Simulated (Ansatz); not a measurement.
A structure relaxed at B3LYP-D4/def2-TZVP in Ansatz, charge 0, singlet:

```xyz
3

Ru   -0.762   -0.875   -0.232
O     0.651    0.157    0.662
O     0.110    0.717   -0.430
```

Q: Give its formula and point group.

A: RuO2. Point group Cs (tolerance 0.1 Å).

Q: Summarise the bond lengths by kind (pairs closer than 1.2 times the sum of covalent radii, bridged metal pairs left out).

A: 2 × O–Ru 1.83 to 1.97 Å; 1 × O–O 1.34 Å. The metal has 2 neighbours: O 1.97 Å, O 1.83 Å.

In the def2 sets Ru takes a core potential; there is no spin–orbit coupling. The structure holds 1 bond(s) between oxygen atoms. The restricted singlet is unstable towards broken spin symmetry in Hartree–Fock (as tested in another run); at B3LYP-D4/def2-TZVP this wasn't settled. No other spin state of charge 0 was run. Another isomer (singlet) lies 4.01 eV lower at PBE0-D4/def2-TZVP; other spin states weren't run for this one.
